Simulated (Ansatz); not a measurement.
Stretching the Mg1–H2 bond in MgH (multiplicity 2 held). Energies count from the point at 1.743 Å.


Restricted levels (R-, RO-) in cc, def2 and unpolarised 6-31G sets keep to the state of the molecule at rest. Active spaces are followed from rest. Levels need not reach the same state.

Cores are frozen in the correlated methods.

The values were computed with Ansatz (a first-principles code) with Gaussian orbitals. 

One of these levels gives 1.380 eV for the energy at R = 6.971 Å. Which one is it?
A. RO-PBE/def2-TZVPP
B. RO-r2SCAN/def2-TZVPP
C. CASSCF(3,5)/def2-TZVPP

A, RO-PBE/def2-TZVPP. The others give 1.602 (RO-r2SCAN/def2-TZVPP), 1.052 (CASSCF(3,5)/def2-TZVPP)
